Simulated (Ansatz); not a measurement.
Method: r2SCAN-D4/def2-TZVP run with Ansatz (a quantum-chemistry and plane-wave program). No frequencies were computed at this level.

Ansatz 0.2 input:
```yaml
crystal:
  periodic: [false, false, false]
  atoms:
    - { symbol: O, position_ang: [3.616437, 0.324083, -0.144435] }
    - { symbol: Si, position_ang: [2.091239, -0.030686, 0.139833] }
    - { symbol: Si, position_ang: [0.265732, -0.528331, 1.103177] }
    - { symbol: Si, position_ang: [0.311404, -0.290619, -0.966952] }
    - { symbol: Si, position_ang: [-1.646224, 0.016443, 0.104633] }
    - { symbol: H, position_ang: [-2.640277, -0.941306, -0.319305] }
    - { symbol: H, position_ang: [-1.998311, 1.450415, 0.083049] }
basis:
  gaussian: { orbitals: def2-tzvp }
hamiltonian:
  xc: r2scan
  dispersion: d4
relax:
  max_steps: 150
```

Output:

```
Functional definition: r2SCAN
1247 factors; their error is unknown
mean field evaluation 1: about -33573.7751 eV, gradient 7.2e1 eV
mean field evaluation 2: about -33356.8113 eV, gradient 1.9e2 eV
mean field evaluation 4: about -33583.4905 eV, gradient 2.3e1 eV
mean field evaluation 8: about -33585.2320 eV, gradient 1.4e0 eV
mean field evaluation 16: about -33585.2138 eV, gradient 6.9e-4 eV
mean field -33585.21379351 eV, -1234.2338420358 hartree, gradient 1.7e-5 eV, S^2 0.000000; 0 other end points of the search recorded, 0 dependent functions left out
reference -33585.21380556 eV, -1234.2338424787 hartree; 33, 33 occupied and 158, 158 virtual orbitals, 1247 factors
relax step   1: F+E_penalty+E_count = -33585.28112416 eV  Δ(F+E_penalty+E_count) = +0.000e0 eV  max|allowed force component| = 6.199e0 eV/Å  Δτ_max = 0.0000 Å  (34 SCF iters, accepted)
these checks for a lower state are left out or cut short: starts, cluster_reference, orbital_swaps, neighbouring_geometries, increment
1247 factors; their error is unknown
mean field -33586.39265893 eV, -1234.2771645410 hartree, gradient 1.0e-5 eV, S^2 0.000000; 0 other end points of the search recorded, 0 dependent functions left out
reference -33586.39267119 eV, -1234.2771649917 hartree; 33, 33 occupied and 158, 158 virtual orbitals, 1247 factors
relax step   2: F+E_penalty+E_count = -33586.46012715 eV  Δ(F+E_penalty+E_count) = -1.179e0 eV  max|allowed force component| = 3.246e0 eV/Å  Δτ_max = 0.1901 Å  (39 SCF iters, accepted)
these checks for a lower state are left out or cut short: starts, cluster_reference, orbital_swaps, neighbouring_geometries, increment
1247 factors; their error is unknown
mean field evaluation 32: about -33586.6880 eV, gradient 4.4e-3 eV
mean field -33586.66205709 eV, -1234.2870647407 hartree, gradient 1.1e-5 eV, S^2 0.000000; 0 other end points of the search recorded, 0 dependent functions left out
reference -33586.66206931 eV, -1234.2870651899 hartree; 33, 33 occupied and 158, 158 virtual orbitals, 1247 factors
relax step   3: F+E_penalty+E_count = -33586.72958008 eV  Δ(F+E_penalty+E_count) = -2.695e-1 eV  max|allowed force component| = 2.424e0 eV/Å  Δτ_max = 0.1550 Å  (41 SCF iters, accepted)
these checks for a lower state are left out or cut short: starts, cluster_reference, orbital_swaps, neighbouring_geometries, increment
1247 factors; their error is unknown
mean field -33586.69250456 eV, -1234.2881836646 hartree, gradient 1.5e-5 eV, S^2 0.000000; 0 other end points of the search recorded, 0 dependent functions left out
reference -33586.69251682 eV, -1234.2881841153 hartree; 33, 33 occupied and 158, 158 virtual orbitals, 1247 factors
relax step   4: F+E_penalty+E_count = -33586.76011462 eV  Δ(F+E_penalty+E_count) = -3.053e-2 eV  max|allowed force component| = 2.337e0 eV/Å  Δτ_max = 0.0862 Å  (34 SCF iters, accepted)
these checks for a lower state are left out or cut short: starts, cluster_reference, orbital_swaps, neighbouring_geometries, increment
1247 factors; their error is unknown
mean field -33586.76342745 eV, -1234.2907900328 hartree, gradient 1.8e-5 eV, S^2 0.000000; 0 other end points of the search recorded, 0 dependent functions left out
reference -33586.76343973 eV, -1234.2907904840 hartree; 33, 33 occupied and 158, 158 virtual orbitals, 1247 factors
relax step   5: F+E_penalty+E_count = -33586.83107349 eV  Δ(F+E_penalty+E_count) = -7.096e-2 eV  max|allowed force component| = 2.928e-1 eV/Å  Δτ_max = 0.0662 Å  (35 SCF iters, accepted)
these checks for a lower state are left out or cut short: starts, cluster_reference, orbital_swaps, neighbouring_geometries, increment
1247 factors; their error is unknown
mean field -33586.76783615 eV, -1234.2909520495 hartree, gradient 2.5e-5 eV, S^2 0.000000; 0 other end points of the search recorded, 0 dependent functions left out
reference -33586.76784842 eV, -1234.2909525007 hartree; 33, 33 occupied and 158, 158 virtual orbitals, 1247 factors
relax step   6: F+E_penalty+E_count = -33586.83555054 eV  Δ(F+E_penalty+E_count) = -4.477e-3 eV  max|allowed force component| = 1.796e-1 eV/Å  Δτ_max = 0.0179 Å  (33 SCF iters, accepted)
these checks for a lower state are left out or cut short: starts, cluster_reference, orbital_swaps, neighbouring_geometries, increment
1247 factors; their error is unknown
mean field evaluation 64: about -33586.7749 eV, gradient 1.6e-5 eV
mean field -33586.77487634 eV, -1234.2912107716 hartree, gradient 1.6e-5 eV, S^2 0.000000; 0 other end points of the search recorded, 0 dependent functions left out
reference -33586.77488864 eV, -1234.2912112238 hartree; 33, 33 occupied and 158, 158 virtual orbitals, 1247 factors
relax step   7: F+E_penalty+E_count = -33586.84255997 eV  Δ(F+E_penalty+E_count) = -7.009e-3 eV  max|allowed force component| = 1.680e-1 eV/Å  Δτ_max = 0.0853 Å  (33 SCF iters, accepted)
these checks for a lower state are left out or cut short: starts, cluster_reference, orbital_swaps, neighbouring_geometries, increment
1247 factors; their error is unknown
mean field -33586.78037459 eV, -1234.2914128286 hartree, gradient 2.6e-5 eV, S^2 0.000000; 0 other end points of the search recorded, 0 dependent functions left out
reference -33586.78038686 eV, -1234.2914132797 hartree; 33, 33 occupied and 158, 158 virtual orbitals, 1247 factors
relax step   8: F+E_penalty+E_count = -33586.84793803 eV  Δ(F+E_penalty+E_count) = -5.378e-3 eV  max|allowed force component| = 1.531e-1 eV/Å  Δτ_max = 0.2000 Å  (39 SCF iters, accepted)
these checks for a lower state are left out or cut short: starts, cluster_reference, orbital_swaps, neighbouring_geometries, increment
1247 factors; their error is unknown
mean field -33586.77258835 eV, -1234.2911266896 hartree, gradient 2.1e-5 eV, S^2 0.000000; 0 other end points of the search recorded, 0 dependent functions left out
reference -33586.77260064 eV, -1234.2911271415 hartree; 33, 33 occupied and 158, 158 virtual orbitals, 1247 factors
relax step   9: F+E_penalty+E_count = -33586.84048146 eV  Δ(F+E_penalty+E_count) = +7.457e-3 eV  max|allowed force component| = 1.974e-1 eV/Å  Δτ_max = 0.0429 Å  (34 SCF iters, rejected (line search))
these checks for a lower state are left out or cut short: starts, cluster_reference, orbital_swaps, neighbouring_geometries, increment
1247 factors; their error is unknown
mean field -33586.78252927 eV, -1234.2914920116 hartree, gradient 1.4e-5 eV, S^2 0.000000; 0 other end points of the search recorded, 0 dependent functions left out
reference -33586.78254154 eV, -1234.2914924628 hartree; 33, 33 occupied and 158, 158 virtual orbitals, 1247 factors
relax step  10: F+E_penalty+E_count = -33586.85017395 eV  Δ(F+E_penalty+E_count) = -2.236e-3 eV  max|allowed force component| = 9.334e-3 eV/Å  Δτ_max = 0.0145 Å  (35 SCF iters, accepted)
1247 factors; their error is unknown
mean field evaluation 96: about -33586.7977 eV, gradient 1.7e0 eV
mean field -33586.78252927 eV, -1234.2914920116 hartree, gradient 1.3e-5 eV, S^2 0.000000; 1 other end points of the search recorded, 0 dependent functions left out
reference -33586.78254154 eV, -1234.2914924629 hartree; 33, 33 occupied and 158, 158 virtual orbitals, 1247 factors
Total energy: -33586.85018623 eV, -1234.2939783593 hartree
Atom 0 at     3.634439    -0.084089     0.025362 Å, force    -0.003964    -0.000862     0.001058 eV/Å
Atom 1 at     2.108706    -0.051224     0.014900 Å, force     0.001153     0.001127    -0.001402 eV/Å
Atom 2 at     0.283197    -0.215232     1.311665 Å, force     0.001548     0.001077    -0.000001 eV/Å
Atom 3 at     0.308689     0.081315    -1.320470 Å, force     0.002309     0.000720    -0.000041 eV/Å
Atom 4 at    -1.559111     0.063072    -0.007778 Å, force     0.000793    -0.002535    -0.000925 eV/Å
Atom 5 at    -2.445547    -1.116396    -0.149592 Å, force    -0.001557     0.009334     0.001513 eV/Å
Atom 6 at    -2.330373     1.322554     0.125913 Å, force    -0.000281    -0.008861    -0.000202 eV/Å
Dipole moment:    -1.070028     0.020258    -0.007828 e Å
```

Cost: roughly 2.1 core-minutes.
